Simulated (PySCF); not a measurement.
Several molecules and their computed UV-vis stick spectra, shuffled. Method: PySCF, TDDFT PBE0/def2-SVPD, vertical, gas phase, core orbitals frozen in the response. Geometries: GFN2-xTB; one conformer of each isolated species. Triplets are in the Tamm–Dancoff approximation.

A. `C#C[C@@H]1C(=C)[C@@H]1F`
B. `C1(F)[C@H](C#C)CC=1`
C. `C/C=C(\C)OCC`
D. `COC/C=C/C(=O)O`
E. `O=Cc1ccc(cc1)C#C`

Lowest singlet levels (six at most, fewer where fewer were computed) with oscillator strengths:

1. 4.88 eV (f 0.000); 5.59 eV (f 0.100); 6.42 eV (f 0.437); 7.00 eV (f 0.044); 7.10 eV (f 0.015); 7.21 eV (f 0.002); T1 3.84 eV
2. 5.39 eV (f 0.016); 5.67 eV (f 0.004); 6.45 eV (f 0.009); 6.65 eV (f 0.019); 6.80 eV (f 0.001); 6.97 eV (f 0.058); T1 4.19 eV
3. 6.53 eV (f 0.004); 6.66 eV (f 0.022); 6.74 eV (f 0.007); 7.00 eV (f 0.001); 7.09 eV (f 0.037); 7.24 eV (f 0.015); T1 4.50 eV
4. 3.58 eV (f 0.000); 4.56 eV (f 0.532); 4.68 eV (f 0.018); 4.88 eV (f 0.000); 5.75 eV (f 0.000); 5.85 eV (f 0.110); T1 3.05 eV
5. 5.76 eV (f 0.004); 6.25 eV (f 0.016); 6.42 eV (f 0.003); 6.73 eV (f 0.292); 7.04 eV (f 0.019); 7.20 eV (f 0.016); T1 4.27 eV

Problem. Which spectrum belongs to which structure?

Solution. 1 = D, 2 = A, 3 = B, 4 = E, 5 = C.
- A: S1 at 5.39 eV, HOMO→LUMO (94%); Löwdin shares by element: HOMO carbon 79% or more (atoms not listed hold the other 21%); LUMO carbon 71% or more (atoms not listed hold the other 29%); HOMO -7.52 and LUMO -0.88 eV.
- B: S1 at 6.53 eV, HOMO-1→LUMO+1 (17%), HOMO-2→LUMO (17%), HOMO→LUMO (13%); Löwdin shares by element: HOMO carbon 65% or more, fluorine 10% (atoms not listed hold the other 25%); LUMO carbon 55% or more, hydrogen 7% or more, fluorine 7% (atoms not listed hold the other 31%); HOMO -7.47 and LUMO 0.23 eV.
- C: S1 at 5.76 eV, HOMO→LUMO (95%); Löwdin shares by element: HOMO carbon 63% or more, oxygen 20% (atoms not listed hold the other 16%); LUMO carbon 41% or more (atoms not listed hold the other 59%); HOMO -6.10 and LUMO 0.77 eV.
- D: S1 at 4.88 eV, HOMO-1→LUMO (97%); Löwdin shares by element: HOMO carbon 37% or more, oxygen 34% or more (atoms not listed hold the other 29%); LUMO carbon 64% or more, oxygen 16% or more (atoms not listed hold the other 19%); HOMO -7.80 and LUMO -1.31 eV; point group Cs, 1 of its 6 listed states under f = 0.0005.
- E: S1 at 3.58 eV, HOMO-1→LUMO (93%); Löwdin shares by element: HOMO carbon 64% or more (atoms not listed hold the other 36%); LUMO carbon 40% or more, oxygen 16% (atoms not listed hold the other 44%); HOMO -7.37 and LUMO -2.38 eV; point group Cs, 3 of its 6 listed states under f = 0.0005.
